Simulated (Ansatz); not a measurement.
InH2(OiPr) (C3H9InO), relaxed as a singlet with RKS r2SCAN-D4/def2-SVP in Ansatz, starting from the GFN2-xTB geometry. Force threshold 0.02 eV/Å.

In the def2 sets In takes a core potential; there is no spin–orbit coupling. Another isomer (singlet) lies 0.19 eV lower at PBE0-D4/def2-TZVP; other spin states weren't run for this one.

Start:

```xyz
14

C     0.747    0.353   -0.281
C    -0.039    0.004   -1.545
C     1.141   -0.920    0.469
In   -1.704    0.820    1.388
O     0.020    1.220    0.542
H    -2.593   -0.644    1.288
H    -2.204    2.178    2.267
H     1.662    0.894   -0.570
H    -0.946   -0.542   -1.259
H     0.558   -0.609   -2.216
H    -0.328    0.920   -2.058
H     1.677   -0.653    1.380
H     0.233   -1.468    0.741
H     1.776   -1.552   -0.147
```

| step | energy (eV) | largest force component (eV/Å) | SCF passes |
| --- | --- | --- | --- |
| 1 | -10473.1300 | 0.951 | 19 |
| 2 | -10473.2085 | 0.257 | 19 |
| 3 | -10473.2170 | 0.084 | 20 |
| 4 | -10473.2177 | 0.021 | 21 |
| 5 | -10473.2177 | 0.010 | 13 |

Force components are those of the run's own axes.

End:

```xyz
14

C     0.7280    0.3391   -0.2755
C    -0.0455    0.0070   -1.5492
C     1.1445   -0.9213    0.4789
In   -1.7651    0.8551    1.4372
O     0.0064    1.2221    0.5499
H    -2.5087   -0.6787    1.2097
H    -2.2031    2.2610    2.3097
H     1.6532    0.8779   -0.5717
H    -0.9606   -0.5626   -1.3055
H     0.5528   -0.6021   -2.2466
H    -0.3411    0.9338   -2.0654
H     1.6891   -0.6509    1.3971
H     0.2547   -1.5117    0.7628
H     1.7954   -1.5687   -0.1315
```

By distances, no bond broke or formed. The bond that changes most is In4–O5, from 1.96 to 2.01 Å (atoms count from 1).

No frequencies were taken in this run, so the end may be a saddle point.

Hardware: 4 threads of Arm Neoverse V2 on a shared host. Wall time 9 s.
